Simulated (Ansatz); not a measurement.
The cluster H5Au3, relaxed as a triplet with UKS r2SCAN-D4/def2-SVP in Ansatz, starting from the r2SCAN-D4/def2-SVP geometry of the neutral singlet. Force threshold 0.02 eV/Å.

In the def2 sets Au takes a core potential; there is no spin–orbit coupling. At r2SCAN-D4/def2-SVP a singlet of charge 0 lies 1.82 eV below the triplet, each at its own geometry. The structure comes from a short search, and lower isomers may exist.

Start:

Cartesian coordinates in Å:
```
Au -0.4421 1.4685 0.7619
Au 0.0056 -0.4096 -1.1113
Au 0.5397 -0.7961 1.7786
H 0.4998 -0.2502 3.2711
H -0.4931 0.3627 -2.3973
H 0.2416 -1.4574 -2.2347
H -0.9770 2.5651 -0.2143
H 0.6254 -1.4830 0.1460
```

```csv
step,energy (eV),largest force component (eV/Å),SCF passes
1,-11163.5064,1.320,24
2,-11163.8877,0.601,33
3,-11164.1781,0.619,30
4,-11164.4174,0.491,29
5,-11164.5330,0.355,29
6,-11164.6059,0.174,30
7,-11164.6737,0.286,29
8,-11164.7560,0.318,28
9,-11164.8298,0.327,27
10,-11164.8839,0.306,25
11,-11164.9112,0.164,22
12,-11164.9145,0.047,22
13,-11164.9148,0.022,23
14,-11164.9151,0.017,22
```

Force components are those of the run's own axes.

End:

Cartesian coordinates in Å:
```
Au -0.574 1.592 0.172
Au 0.090 -0.680 -1.278
Au 0.383 -0.480 1.572
H 0.263 0.315 2.945
H -0.356 0.056 -2.611
H 0.413 -1.898 -2.298
H -0.826 2.663 1.336
H 0.607 -1.568 0.160
```

By distances, no bond broke or formed. The bond that changes most is Au1–Au2, from 2.69 to 2.78 Å (atoms count from 1).

No frequencies were taken in this run, so the end may be a saddle point.

Run time 45 s (4 threads of Arm Neoverse V2 on a shared host).
